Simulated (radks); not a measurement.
Q: Excited configurations of Cl3+: one electron is placed in a higher orbital outside [Ne] 3s2 3p1. The ground configuration is [Ne] 3s2 3p2. Method: scalar-relativistic Kohn-Sham, SCAN, spin-unpolarised, spherical densities, finite nucleus; meta-GGA in the generalised Kohn-Sham scheme; Fermi nuclear charge, rms radius 3.3654 fm; computed with a radial shooting solver on a logarithmic mesh with Libxc functionals. Excitation = E - E(ground); binding = E(ion) - E, where the ion is the core of charge +4; n* = 4/sqrt(2 binding) in atomic units, and the quantum defect is n - n*.

outer orbital  excitation (eV)  binding (eV)     n*  quantum defect  eigenvalue (eV)  <r> (bohr)
5p                      39.772        12.434  4.184           0.816          -11.184       6.361
6f                      46.056         6.151  5.949           0.051           -5.446       11.74
7p                      46.496         5.710  6.174           0.826           -5.167       14.17

Estimate the row for 4s.

A: excitation (eV) 26.530; binding (eV) 25.677; n* 2.912; quantum defect 1.088; eigenvalue (eV) -23.072; <r> (bohr) 3.232. The Delta-SCF ionisation energy is 52.206 eV (NIST Atomic Spectra Database: 53.2 eV, semi-empirical). Self-interaction in the functional shifts the binding energies and quantum defects, so they are the method's values and not measured ones. Spin polarisation and multiplet splitting are left out, so open shells lie too high by an amount that depends on their filling.

Beside tabulated values, note that spin-unpolarised runs miss the spin-polarisation part of the exchange energy of open shells.
